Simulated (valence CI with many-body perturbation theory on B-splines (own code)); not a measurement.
## E1 transitions of Cd XLI

Level of theory: relativistic CI+MBPT: six valence electrons over a frozen Dirac-Fock core [He], a basis of 9 s, 9 p, 8 d, 6 f, 3 g, 1 h functions for each j, with the one-electron correlation potential Σ1, the two-electron term Σ2, the three-electron term Σ3, Breit, model QED; selected CI, second order for the rest, scaled by the run's own slope (own B-spline code, finite nucleus).

No measured spectrum was set against this ion. As an estimate, large intervals hold to a few tenths of a per cent, small ones and those within an open d or f shell to about a per cent. Among the levels kept, up to 2200 cm⁻¹ of a level comes from second order outside the variational space, and about a tenth of that is noise between levels of different J, which matters for small intervals.

Lines 1 to 50 of 228 in falling wavelength, among levels below 31324 × 10³ cm⁻¹, chosen from the strongest by gf and those to the six lowest levels. Wavelengths and rates use the calculated energies. Electric multipoles are in the length gauge with retardation, E1 and E2 with the static RPA response of the core. Weak lines are less certain than strong ones. Lines between different terms over intervals too small for the method are left out, as are lines whose strength nearly cancels. The highest levels of a list are the least certain.

Levels are named by their leading jj configuration (3d3/2^4 stands for four electrons in 3d with j = 3/2), which in mixed levels can hold well under half, so a name can repeat and another be missing. Letters in brackets count levels of one name in rising energy.

```csv
λ vac (nm),Upper,Lower,A (s⁻¹),S (a.u.)
28.67,(2s 2p1/2^2 2p3/2^3) J=1,(2s^2 2p3/2^4) J=0,1.07e+07,3.73e-04
20.44,(2s^2 2p1/2^2 2p3/2 3p1/2) J=2,(2s^2 2p1/2^2 2p3/2 3s) J=1,2.64e+09,5.57e-02
20.42,(2s^2 2p1/2 2p3/2^2 3p1/2) J=3,(2s^2 2p1/2 2p3/2^2 3s) J=2 [b],2.99e+09,8.80e-02
19.80,(2s^2 2p1/2 2p3/2^2 3p1/2) J=1 [b],(2s^2 2p1/2 2p3/2^2 3s) J=0,2.07e+09,2.38e-02
19.60,(2s^2 2p1/2 2p3/2^2 3p1/2) J=1 [b],(2s^2 2p1/2 2p3/2^2 3s) J=1 [b],2.58e+09,2.88e-02
19.52,(2s^2 2p1/2 2p3/2^2 3p1/2) J=2 [a],(2s^2 2p1/2 2p3/2^2 3s) J=1 [a],2.58e+09,4.73e-02
19.38,(2s^2 2p1/2 2p3/2^2 3p1/2) J=1 [a],(2s^2 2p1/2 2p3/2^2 3s) J=2 [a],5.64e+09,6.08e-02
19.11,(2s^2 2p1/2^2 2p3/2 3p1/2) J=1,(2s^2 2p1/2^2 2p3/2 3s) J=2,5.86e+09,6.06e-02
18.81,(2s^2 2p1/2 2p3/2^2 3p1/2) J=3,(2s^2 2p1/2 2p3/2^2 3s) J=3,3.45e+09,7.93e-02
18.60,(2s^2 2p1/2^2 2p3/2 3p1/2) J=2,(2s^2 2p1/2^2 2p3/2 3s) J=2,4.58e+09,7.27e-02
17.57,(2s^2 2p1/2 2p3/2^2 3p1/2) J=2 [a],(2s^2 2p1/2 2p3/2^2 3s) J=2 [a],4.25e+09,5.68e-02
16.34,(2s^2 2p1/2 2p3/2^2 3d3/2) J=4,(2s^2 2p1/2 2p3/2^2 3p3/2) J=4,1.72e+09,3.32e-02
16.23,(2s^2 2p1/2^2 2p3/2 3d3/2) J=3,(2s^2 2p1/2^2 2p3/2 3p3/2) J=3,2.37e+09,3.50e-02
15.47,(2s^2 2p1/2 2p3/2^2 3p1/2) J=2 [b],(2s^2 2p1/2 2p3/2^2 3s) J=2 [b],2.52e+09,2.30e-02
15.39,(2s^2 2p1/2^2 2p3/2 3d5/2) J=2,(2s^2 2p1/2^2 2p3/2 3p3/2) J=2,4.41e+09,3.97e-02
15.37,(2s^2 2p1/2 2p3/2^2 3d5/2) J=2,(2s^2 2p1/2 2p3/2^2 3p3/2) J=1 [b],3.07e+09,2.76e-02
14.98,(2s^2 2p1/2 2p3/2^2 3d3/2) J=3 [a],(2s^2 2p1/2 2p3/2^2 3p3/2) J=3 [a],2.41e+09,2.79e-02
14.66,(2s^2 2p1/2^2 2p3/2 3d5/2) J=1,(2s^2 2p1/2^2 2p3/2 3p3/2) J=0,5.12e+09,2.39e-02
14.53,(2s^2 2p1/2 2p3/2^2 3p1/2) J=2 [b],(2s^2 2p1/2 2p3/2^2 3s) J=3,1.11e+10,8.37e-02
14.45,(2s^2 2p1/2 2p3/2^2 3d5/2) J=3 [b],(2s^2 2p1/2 2p3/2^2 3p3/2) J=2 [b],9.20e+09,9.59e-02
14.34,(2s^2 2p1/2 2p3/2^2 3d5/2) J=1 [a],(2s^2 2p1/2 2p3/2^2 3p3/2) J=1 [a],6.31e+09,2.76e-02
14.14,(2s^2 2p1/2 2p3/2^2 3d5/2) J=4 [b],(2s^2 2p1/2 2p3/2^2 3p3/2) J=4,2.99e+09,3.75e-02
13.93,(2s^2 2p1/2^2 2p3/2 3d5/2) J=4,(2s^2 2p1/2^2 2p3/2 3p3/2) J=3,1.66e+10,2.00e-01
13.90,(2s^2 2p1/2 2p3/2^2 3d5/2) J=5,(2s^2 2p1/2 2p3/2^2 3p3/2) J=4,1.67e+10,2.43e-01
13.88,(2s^2 2p1/2 2p3/2^2 3d5/2) J=4 [b],(2s^2 2p1/2 2p3/2^2 3p3/2) J=3 [b],1.31e+10,1.56e-01
13.86,(2s^2 2p1/2 2p3/2^2 3d5/2) J=3 [a],(2s^2 2p1/2 2p3/2^2 3p3/2) J=2 [a],1.28e+10,1.18e-01
13.84,(2s^2 2p1/2 2p3/2^2 3d5/2) J=4 [a],(2s^2 2p1/2 2p3/2^2 3p3/2) J=3 [a],1.61e+10,1.90e-01
13.66,(2s^2 2p1/2 2p3/2^2 3d5/2) J=3 [a],(2s^2 2p1/2 2p3/2^2 3p3/2) J=3 [a],1.86e+09,1.64e-02
13.61,(2s^2 2p1/2 2p3/2^2 3d5/2) J=1 [b],(2s^2 2p1/2 2p3/2^2 3p3/2) J=1 [b],4.56e+09,1.70e-02
13.48,(2s^2 2p1/2^2 2p3/2 3d5/2) J=3,(2s^2 2p1/2^2 2p3/2 3p3/2) J=2,1.56e+10,1.32e-01
13.43,(2s^2 2p1/2 2p3/2^2 3p1/2) J=0,(2s^2 2p1/2 2p3/2^2 3s) J=1 [b],1.34e+10,1.60e-02
12.89,(2s^2 2p1/2^2 2p3/2 3d5/2) J=2,(2s^2 2p1/2^2 2p3/2 3p3/2) J=1,1.15e+10,6.06e-02
12.32,(2s^2 2p1/2 2p3/2^2 3d5/2) J=1 [a],(2s^2 2p1/2 2p3/2^2 3p3/2) J=0,6.34e+09,1.75e-02
11.93,(2s^2 2p1/2 2p3/2^2 3p1/2) J=2 [b],(2s^2 2p1/2 2p3/2^2 3s) J=2 [a],3.40e+09,1.42e-02
11.51,(2s^2 2p1/2^2 2p3/2 3d5/2) J=3,(2s^2 2p1/2^2 2p3/2 3p3/2) J=3,2.81e+09,1.48e-02
11.19,(2s^2 2p1/2 2p3/2^2 3d5/2) J=3 [b],(2s^2 2p1/2 2p3/2^2 3p3/2) J=3 [b],9.53e+09,4.61e-02
11.12,(2s^2 2p1/2 2p3/2^2 3p3/2) J=1 [a],(2s^2 2p1/2 2p3/2^2 3s) J=2 [b],1.70e+10,3.47e-02
11.09,(2s^2 2p1/2 2p3/2^2 3p3/2) J=2 [b],(2s^2 2p1/2^2 2p3/2 3d5/2) J=1,3.87e+09,1.30e-02
10.96,(2s^2 2p1/2 2p3/2^2 3d5/2) J=2,(2s^2 2p1/2 2p3/2^2 3p3/2) J=2 [a],4.18e+09,1.36e-02
10.88,(2s^2 2p1/2 2p3/2^2 3p3/2) J=0,(2s^2 2p1/2 2p3/2^2 3s) J=1 [a],3.50e+10,2.23e-02
10.82,(2s^2 2p1/2 2p3/2^2 3p3/2) J=2 [a],(2s^2 2p1/2 2p3/2^2 3s) J=1 [a],2.01e+10,6.30e-02
10.80,(2s^2 2p1/2^2 2p3/2 3d5/2) J=1,(2s^2 2p1/2^2 2p3/2 3p3/2) J=1,9.62e+09,1.80e-02
10.77,(2s^2 2p1/2 2p3/2^2 3p3/2) J=3 [b],(2s^2 2p1/2 2p3/2^2 3s) J=2 [b],1.97e+10,8.51e-02
10.72,(2s^2 2p1/2^2 2p3/2 3p3/2) J=1,(2s^2 2p1/2^2 2p3/2 3s) J=1,3.32e+10,6.07e-02
10.51,(2s^2 2p1/2 2p3/2^2 3d3/2) J=2 [b],(2s^2 2p1/2 2p3/2^2 3p1/2) J=2 [b],1.24e+10,3.55e-02
10.46,(2s^2 2p1/2 2p3/2^2 3d3/2) J=3 [a],(2s^2 2p1/2 2p3/2^2 3p1/2) J=3,3.57e+09,1.41e-02
10.40,(2s^2 2p1/2 2p3/2^2 3p3/2) J=2 [b],(2s^2 2p1/2 2p3/2^2 3s) J=1 [b],6.27e+09,1.74e-02
10.34,(2s^2 2p1/2 2p3/2^2 3d3/2) J=3 [b],(2s^2 2p1/2 2p3/2^2 3p1/2) J=2 [b],1.38e+10,5.26e-02
10.31,(2s^2 2p1/2 2p3/2^2 3p3/2) J=3 [a],(2s^2 2p1/2 2p3/2^2 3s) J=2 [a],4.42e+10,1.67e-01
10.31,(2s^2 2p1/2 2p3/2^2 3p3/2) J=3 [b],(2s^2 2p1/2 2p3/2^2 3s) J=3,2.10e+10,7.95e-02
```
